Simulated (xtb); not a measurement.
xtb input:

```bash
xtb mol.xyz --gfn 2 --sp --chrg -1 --uhf 0
```
mol.xyz:
```
4

Bi    -0.02765227    -0.00809940     0.22836547
F      1.52880280    -1.03205701    -0.77749007
F      0.15851754     1.80877515    -0.84265955
O     -1.61134305    -0.78977661    -0.54662339
```

Question: Predict the final energy.

Answer: -16.13601 Eh (GFN2-xTB).

It need not be the lowest isomer of its formula. Whether it binds its extra electron was not tested at this geometry.
